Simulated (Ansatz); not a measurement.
Input and output for `C[C](=O)[GeH3]`.

```yaml
crystal:
  periodic: [false, false, false]
  atoms:
    - {symbol: C, position_ang: [-0.388972, 1.096646, -0.938672]}
    - {symbol: C, position_ang: [-0.253224, -0.369555, -0.642059]}
    - {symbol: O, position_ang: [-0.570799, -1.222927, -1.427607]}
    - {symbol: Ge, position_ang: [0.494876, -0.895453, 1.158153]}
    - {symbol: H, position_ang: [0.589353, 1.580213, -0.856852]}
    - {symbol: H, position_ang: [-1.034619, 1.564214, -0.188798]}
    - {symbol: H, position_ang: [-0.801339, 1.249780, -1.936635]}
    - {symbol: H, position_ang: [0.557154, -2.424010, 1.226800]}
    - {symbol: H, position_ang: [-0.408221, -0.341145, 2.274720]}
    - {symbol: H, position_ang: [1.898792, -0.289064, 1.333848]}
basis:
  gaussian: {orbitals: "6-31G*"}
hamiltonian: {xc: {name: PBE-QIDH}}
output: {forces: true}
```

```sh
$ ansatz run in.yaml --threads 4 --pin off --events-out ev --progress --plain --max-ram 10444MiB
```

It prints (some lines left out):

```
Functional definition: PBE-QIDH
919 factors; integrals over basis functions are off by at most 5.6e-4 eV
mean field evaluation 1: about -60695.2914 eV, gradient 3.7e1 eV
mean field evaluation 2: about -60695.6562 eV, gradient 3.7e1 eV
mean field evaluation 4: about -60698.4948 eV, gradient 4.8e0 eV
mean field evaluation 8: about -60698.5669 eV, gradient 3.5e-1 eV
mean field evaluation 16: about -60698.5676 eV, gradient 8.8e-5 eV
mean field -60698.56758212 eV, -2230.6312156760 hartree, gradient 9.1e-6 eV, S^2 0.000000; 0 other end points of the search recorded, 0 dependent functions left out
12 core orbitals not correlated: weight in the atoms' cores, before any rotation towards them, 1.000 or more for the frozen orbitals, at most 0.000 for the correlated occupied ones
reference -60698.56759209 eV, -2230.6312160424 hartree; 17, 17 occupied and 63, 63 virtual orbitals, 919 factors
second order -21.20175992 eV of doubles, -0.00000000 eV of singles
Total energy: -60705.63484539 eV, -2230.8909328111 hartree
Atom 0 at    -0.388972     1.096646    -0.938672 Å, force     0.020434     0.169098     0.059113 eV/Å
Atom 1 at    -0.253224    -0.369555    -0.642059 Å, force     0.267037     0.343276     0.648610 eV/Å
Atom 2 at    -0.570799    -1.222927    -1.427607 Å, force    -0.191008    -0.477764    -0.471338 eV/Å
Atom 3 at     0.494876    -0.895453     1.158153 Å, force    -0.059690     0.059104    -0.141894 eV/Å
Atom 4 at     0.589353     1.580213    -0.856852 Å, force    -0.077918    -0.034766    -0.036444 eV/Å
Atom 5 at    -1.034619     1.564214    -0.188798 Å, force     0.031134    -0.032718    -0.080789 eV/Å
Atom 6 at    -0.801339     1.249780    -1.936635 Å, force     0.028882    -0.030900     0.068700 eV/Å
Atom 7 at     0.557154    -2.424010     1.226800 Å, force    -0.002090     0.046187    -0.001754 eV/Å
Atom 8 at    -0.408221    -0.341145     2.274720 Å, force     0.024109    -0.020292    -0.035492 eV/Å
Atom 9 at     1.898792    -0.289064     1.333848 Å, force    -0.040890    -0.021225    -0.008712 eV/Å
Dipole moment:     0.094804     0.420035     0.237836 e Å
```

Hardware: 4 threads of an Arm Neoverse V2 on a shared host. Wall time 3.2 s, peak host memory 0.41 GiB.
